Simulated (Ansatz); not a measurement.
Reactions of C$_{2}$H$_{7}$FN$_{2}$Si (`C=NC(F)N[SiH3]`).

Isolated molecules relaxed with PBE0-D4/def2-TZVP in Ansatz; ΔE leaves out vibrations. CCSD(T)/CBS is the MP2 limit (def2-TZVPP, def2-QZVPP) plus CCSD(T) − MP2 in def2-TZVPP, frozen cores. This one scheme is used for every species, atoms too. Functionals use def2-TZVPP. B3LYP here is the variant with VWN-RPA as its local correlation; programs differ in this. No spin–orbit coupling; open shells (•) take unrestricted orbitals. Spin–orbit coupling would lower the free atoms: a little for C, F, Si. One conformer a species, not always the lowest.

```tsv
reaction	CCSD(T)/CBS(def2) (kJ/mol)
`C=NC(F)N[SiH3]` → `C=C[Si](N)(N)F`	-410
`C=NC(F)N[SiH3]` → `NC/C(F)=N/[SiH3]`	?
`C=NC(F)N[SiH3]` → 2 C• + F• + 7 H• + 2 N• + Si•	4763
`C=NC(F)N[SiH3]` + silanol → `C=NC(F)O[SiH3]` + `N[SiH3]`	9
`C=NC(F)N[SiH3]` + H₂ → `C=NCN[SiH3]` + H–F	-57
`C=NC(F)N[SiH3]` + H–F → `FC(F)N[SiH3]` + `C=N`	20
`C=NC(F)N[SiH3]` → `C=NC(F)[SiH2]N`	?
`C=NC(F)N[SiH3]` + H₂ → `FCN[SiH3]` + `C=N`	-42
`C=NC(F)N[SiH3]` + H₂ → `C=NCF` + `N[SiH3]`	?
`C=NC(F)N[SiH3]` → `C[C@@]1(F)N[Si@@H]1N`	-73
```

(1) Fill in the missing values. (Best estimate.)

Largest T1 diagnostic: 0.013, for `C=NC(F)O[SiH3]`.

Results:

(1) The calculation gave: `C=NC(F)N[SiH3]` → `NC/C(F)=N/[SiH3]`: -35.5 kJ/mol; `C=NC(F)N[SiH3]` → `C=NC(F)[SiH2]N`: -24.4 kJ/mol; `C=NC(F)N[SiH3]` + H₂ → `C=NCF` + `N[SiH3]`: -51.7 kJ/mol.
